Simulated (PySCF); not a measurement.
Start geometry of `[SiH3][SiH](Cl)Cl` from a GFN2-xTB structure with every atom displaced at random (by about 0.01 Å) (Å):
```
atom  x, y, z in Å
Si1   -1.1893   -0.2429   -0.0252
Si2    1.0630    0.1741    0.1502
Cl3    2.1215   -1.1765   -0.9270
Cl4    1.5895    2.0199   -0.5637
H5    -1.7028   -0.1550   -1.4187
H6    -1.5383   -1.5429    0.4860
H7    -1.9465    0.7669    0.7541
H8     1.6581    0.1374    1.4919
```

Task: What comes out of this run: PBE0-D3(BJ)/def2-SVP geometry optimisation, gas phase in PySCF?

Result: 
```
atom  x, y, z in Å
Si1   -0.6620    0.0134    0.5432
Si2    1.6342    0.3457    0.8078
Cl3    2.6323   -1.0693   -0.3220
Cl4    2.1080    2.2353    0.1144
H5    -0.9825    0.1173   -0.9104
H6    -1.0336   -1.3414    1.0505
H7    -1.4083    1.0586    1.3061
H8     2.1407    0.2437    2.2025
```

The energy falls by 12.9 kJ/mol over 5 energy and gradient evaluations, the largest force component goes from 0.0201 to 3.6e-04 Eh/bohr, and the atoms move by 0.076 Å rms after alignment. The bond that changes most is Si1–H6 (SiH3 silicon to Si–H hydrogen), which lengthens by 0.054 Å. Bonds longer at the end by more than 0.005 Å: 6 of 7; shorter: 0. Among the angles that change most is Si2–Si1–H5, from 113.5° to 108.2°. Rotational constants go from 2460, 2058, 1213 to 2284, 2108, 1196 MHz. The orientation of the end geometry is arbitrary; only internal coordinates are fixed.

The run used 92 basis functions and 30 SCF cycles in all. On one thread of an Intel Xeon Platinum 8259CL at 2.50 GHz, no GPU, shared host with 96 logical CPUs at a one-minute load of 55, this took 24 s wall and 0.39 GiB of memory at its peak.

PBE0-D3(BJ)/def2-SVP frequencies: not computed here.
